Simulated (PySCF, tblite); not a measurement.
Isomers of [C5H7P2]- (charge -1). Level: GFN2-xTB in tblite, geometry and Hessian alike; calculated harmonic values, unscaled, isolated species. Errors from tens to a few hundred cm⁻¹ against measured bands are possible. One conformer each.

Electronic energies: PBE0/pcSseg-1 single points on the GFN2-xTB geometries (PySCF, gas phase).

```
      SMILES  electronic energy, lowest = 0 (kJ/mol)
Cc1pc[p-]c1C                                     0.1
CCc1pcc[p-]1                                     4.1
CCc1cpc[p-]1                                     0.0
```

Problem. How do GFN2-xTB zero-point energies change the relative energies?

Solution. 
```json
{"SMILES": "CCc1cpc[p-]1", "ZPE (kJ/mol)": "273.7", "of it from modes above 1550 cm⁻¹": "124.6", "electronic (kJ/mol)": "0.0", "with ZPE, lowest = 0 (kJ/mol)": "1.7", "lowest mode (cm⁻¹)": "40", "rings": "1"}
{"SMILES": "Cc1pc[p-]c1C", "ZPE (kJ/mol)": "271.9", "of it from modes above 1550 cm⁻¹": "124.2", "electronic (kJ/mol)": "0.1", "with ZPE, lowest = 0 (kJ/mol)": "0.0", "lowest mode (cm⁻¹)": "135", "rings": "1"}
{"SMILES": "CCc1pcc[p-]1", "ZPE (kJ/mol)": "273.4", "of it from modes above 1550 cm⁻¹": "124.3", "electronic (kJ/mol)": "4.1", "with ZPE, lowest = 0 (kJ/mol)": "5.5", "lowest mode (cm⁻¹)": "34", "rings": "1"}
```

The zero-point energies span 1.8 kJ/mol, from `Cc1pc[p-]c1C` to `CCc1cpc[p-]1`. With it `Cc1pc[p-]c1C` becomes the lowest.

Problem. And how do the electronic energies of GFN2-xTB itself compare?

Solution. `CCc1cpc[p-]1` 4.7; `Cc1pc[p-]c1C` 0.0; `CCc1pcc[p-]1` 12.2 kJ/mol, lowest = 0. Against the energies above, taken from the same isomer `CCc1cpc[p-]1`, the largest difference is 4.8 kJ/mol.

Problem. What do entropy and thermal enthalpy add at 298.15 K and 1 bar (rigid rotor, harmonic oscillator, one conformer each)?

Solution. 
```csv
SMILES,point group,symmetry number,S (J/(mol K)),H − H(0) (kJ/mol),ZPE + H − H(0) − TS (kJ/mol)
CCc1cpc[p-]1,C1,1,367.4,22.58,186.7
Cc1pc[p-]c1C,C2v,2,358.6,23.40,188.4
CCc1pcc[p-]1,Cs,1,368.4,22.64,186.2
```
